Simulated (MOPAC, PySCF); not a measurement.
C2H6Si2, SMILES `C=[SiH]C=[SiH2]` (C–Si–C–Si torsion 180°), neutral singlet in the gas phase. 

Cartesian coordinates (Å):
SMILES: C=[SiH]C=[SiH2]
```xyz
10

C      2.3495     0.1236     0.5076
Si     0.7688     0.5044    -0.0074
C     -0.6599    -0.6037     0.0703
Si    -2.2432    -0.2132    -0.4489
H      3.1586     0.8383     0.4309
H      2.6135    -0.8376     0.9294
H      0.4574     1.8306    -0.5770
H     -0.4939    -1.5958     0.4802
H     -3.3774    -1.1501    -0.3658
H     -2.5733     1.1034    -1.0192
```
Charge 0, multiplicity 1.

All levels are single points at this geometry (B3LYP-D3(BJ)/def2-TZVP); Pople sets use spherical d functions. Orbital energies aren't observables, and empty levels follow the basis.

PM6 in MOPAC gives dipole (D) = 6.51.

Estimate the dipole (D) from each of these levels: B3LYP-D3(BJ)/def2-TZVP in PySCF; PBE-D3(BJ)/def2-TZVP in PySCF; B3LYP/3-21G in PySCF; B3LYP/6-31G* in PySCF; BP86/6-31G* in PySCF; PBE/6-31G* in PySCF; HF/STO-3G in PySCF; PM7 in MOPAC.


```csv
level,dipole (D)
B3LYP-D3(BJ)/def2-TZVP in PySCF,2.96
PBE-D3(BJ)/def2-TZVP in PySCF,2.48
B3LYP/3-21G in PySCF,1.65
B3LYP/6-31G* in PySCF,2.15
BP86/6-31G* in PySCF,1.78
PBE/6-31G* in PySCF,1.78
HF/STO-3G in PySCF,3.22
PM7 in MOPAC,0.58
```
